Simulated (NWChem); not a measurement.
# Total energies of silylphosphine (H5PSi)

```
Si
H 1 1.5044
H 1 1.5045 2 108.72
H 1 1.5059 2 108.83 3 118.40
P 1 2.2839 2 108.04 3 -116.98
H 5 1.4422 1 93.10 2 -75.09
H 5 1.4422 6 92.73 1 93.22
```
Charge 0, spin multiplicity 1.

Program: NWChem. Structure: optimised with PBE/def2-SVP, a minimum by its harmonic frequencies.

Basis set: STO-3G (23 functions).

| method | total energy (Ha) |
|---|---|
| RHF | -625.41079 |
| MP2 | -625.49309 |
| B2PLYP | -626.29762 |
| PBE | -626.26923 |
| B3LYP | -626.62682 |
| M06-2X | -626.62298 |
| CCSD(T) | -625.53210 |

Total energies of different functionals aren't comparable as a measure of quality: only differences taken within one method are. 

The correlated methods keep 10 core orbitals frozen. B3LYP has NWChem's definition, with VWN1-RPA local correlation. Coupled-cluster values serve here as a point of comparison, not as the truth.
